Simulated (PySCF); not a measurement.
A geometry optimisation on Nb(NEt)(OH)3, `CC[N]=[Nb]([OH])([OH])[OH]`.

Method: PBE0-D3(BJ)/def2-SVP geometry optimisation, gas phase, def2 core potentials past Kr (PySCF 2.14.0). Start geometry: GFN2-xTB. A driver script takes a list of jobs; this job's settings line and coordinates (Å) are shown.

Input:
```
{"job": {"xc": "PBE0", "basis": "def2-SVP", "d3": "d3bj", "grid": 1, "maxiter": 30, "shake": 0.03, "kind": "geom"}, "charge": 0, "multiplicity": 1}
Nb    -0.164740    -0.482490    -1.495260
N     -0.207090    -0.502680     0.252130
C     -0.164020    -0.347470     1.633110
C      0.587370     1.040450     1.987610
H     -1.114820    -0.454710     2.072160
H      0.525480    -1.115960     2.069810
H      0.611700     1.156220     3.073600
H      1.513120     1.132440     1.514770
H     -0.164520     1.826420     1.650640
O      1.601790    -0.107930    -1.891790
H      1.898730    -0.053300    -2.806930
O     -1.201400     1.053590    -2.041380
H     -1.852490     1.860150    -1.977080
O     -0.820740    -2.072800    -2.077680
H     -1.081140    -3.008040    -1.919710
```

Output:
```
step   0  E = -417.90716403  max force = 0.099352
step   1  E = -417.93589029  max force = 0.017710
step   2  E = -417.93912257  max force = 0.006239
step   3  E = -417.94016853  max force = 0.008784
step   4  E = -417.94081382  max force = 0.005118
step   5  E = -417.94150392  max force = 0.003295
step   6  E = -417.94169939  max force = 0.002433
step   7  E = -417.94178989  max force = 0.001144
step   8  E = -417.94183940  max force = 0.000998
step   9  E = -417.94187774  max force = 0.000659
step  10  E = -417.94189016  max force = 0.000611
step  11  E = -417.94189356  max force = 0.000363
optimisation converged
```

Energies in Eh; «max force» is the largest Cartesian gradient component in Eh/bohr.

Q: Give the first gradient maximum in eV/Å.

A: With 1 Eh/bohr = 51.422 eV/Å, 5.109 eV/Å.

Q: How much energy does the optimisation release, in kcal/mol?

A: E(step 0) − E(last step) = 0.034730 Eh, which is 21.8 kcal/mol.

Summary of the converged run: final energy -417.94189 Eh after 11 steps; dipole 1.08 D.

Q: Where do the atoms end?

A: 0.160 Å rms from the input after alignment:
```
atom  x, y, z in Å
Nb1   -0.2016   -0.4052   -1.5520
N2    -0.1759   -0.3778    0.1955
C3    -0.0748   -0.3021    1.6118
C4     0.5192    1.0186    2.0817
H5    -1.0739   -0.4445    2.0664
H6     0.5485   -1.1391    1.9793
H7     0.5970    1.0462    3.1796
H8     1.5245    1.1614    1.6580
H9    -0.1072    1.8640    1.7583
O10    1.6248   -0.1520   -2.0951
H11    1.9207   -0.1189   -3.0108
O12   -1.3056    1.0041   -2.2031
H13   -1.7811    1.7191   -1.7726
O14   -0.8917   -2.0750   -2.1577
H15   -1.1556   -2.8748   -1.6954
```

Hardware: Arm Neoverse V2, one thread, shared host with 32 logical CPUs at a one-minute load of 29. Cost: 2.7 min, 0.63 GiB resident at most.
Labels such as C1 count atoms from 1, the log's own numbers from 0.
